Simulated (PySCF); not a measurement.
# NMR problem set

PySCF 2.14 calculation with NMR shieldings at PBE0/pcSseg-1/GIAO and geometry from GFN2-xTB; one averaged value for each set of equivalent atoms, isolated molecule, a single conformation, relativity neglected.

References, each an isolated molecule treated in the same way: TMS for $^{1}$H (31.72 ppm), $^{13}$C (186.93 ppm). Splittings of carbon signals by F and P are missing where no couplings were computed. Where no couplings were computed, multiplicities follow the n + 1 count of equivalent neighbours, and m marks all less simple cases (inequivalent or close neighbours, rings, F or P nearby). Shifts are as computed. Against solution values, carbons near 30 ppm lie about +3 ppm off and those near 130 ppm about +5 ppm. Of 1211 compounds with measured shifts, 218 miss one by over three times the rms of a fit or turn the order of signals round; such compounds aren't used in these exercises. OH and NH positions are gas-phase values without hydrogen bonding to other molecules.

(1) C₆H₉N. $^{1}$H NMR (400 MHz, computed): δ 10.66 (d, 1H), 2.41 (m, 1H), 2.23 (m, 1H), 2.15 (m, 1H), 1.99 (m, 1H), 1.87 (m, 1H), 1.87 (m, 1H), 1.46 (m, 1H), 1.33 (m, 1H). $^{13}$C{$^{1}$H} NMR (computed): δ 181.9, 42.0, 34.3, 26.4, 24.5, 17.3. Give a structure.

(2) C₄H₉N₂PSi₂. $^{1}$H NMR (300 MHz, computed): δ 4.25 (m, 1H), 4.13 (m, 1H), 2.12 (s, 3H), 1.45 (m, 2H), 0.57 (br s, 2H). $^{13}$C{$^{1}$H} NMR (computed): δ 122.8, 117.0, 88.4, 5.9. Give a structure.

Answers

(1) `InChI=1S/C6H9N/c1-2-5(3-1)6-4-7-6/h4-6H,1-3H2/t6-/m0/s1`. The formula gives 3 degrees of unsaturation (2 rings in the answer). 6 carbon signals for 6 carbons: no two carbons are equivalent. Carbon types of the structure: 3 × CH, 3 × CH2, which accounts for all hydrogens. δC 181.9: C=N carbon. δC 42.0: sp3 CH in a ring; saturated and bonded to C and H only. δC 26.4, 24.5, 17.3: sp3 CH2 in a ring; saturated and bonded to C and H only. δH 10.66: hydrogen on a C=N carbon.

The shifts were computed for this structure.

(2) SMILES CC#C[Si@@](N)(P)[SiH2]C#N. 4 carbon signals for 4 carbons: no two carbons are equivalent. Carbon types of the structure: 3 × C, 1 × CH3, leaving 6 H on heteroatoms. δC 122.8: nitrile carbon; typical of a nitrile. δC 117.0, 88.4: alkyne carbon. δC 5.9: propargylic methyl carbon; saturated and bonded to C and H only. δH 0.57: hydrogen on a nitrogen bonded to Si; labile proton, position sensitive to the medium.

The shifts were computed for this structure.
